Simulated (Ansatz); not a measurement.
Li₂Si₂⁺, relaxed as a doublet with UKS PBE0-D4/def2-TZVP in Ansatz, starting from the GFN1-xTB geometry. Force threshold 0.02 eV/Å.

The structure comes from a short search, and lower isomers may exist.

Start:

Cartesian coordinates in Å:
```
Li -0.799 1.334 -0.189
Li 1.435 0.028 -0.629
Si -0.746 -1.073 -0.581
Si 0.109 -0.288 1.399
```

```tsv
step	energy (eV)	largest force component (eV/Å)	SCF passes
1	-16149.4785	1.597	94
2	-16150.1697	0.501	46
3	-16150.3433	0.190	45
4	-16150.4134	0.105	41
5	-16150.4346	0.036	45
6	-16150.4355	0.009	41
```

Force components are those of the run's own axes.

End:

Cartesian coordinates in Å:
```
Li -1.4770 1.5751 0.0084
Li 1.9981 -0.4596 -0.6774
Si -0.6519 -0.9199 -0.5741
Si 0.1307 -0.1957 1.2431
```

Bonds lost: Li1–Li2 (atoms count from 1).

No frequencies were taken in this run, so the end may be a saddle point.

Run time 14 s (4 threads of Arm Neoverse V1 on a shared host).
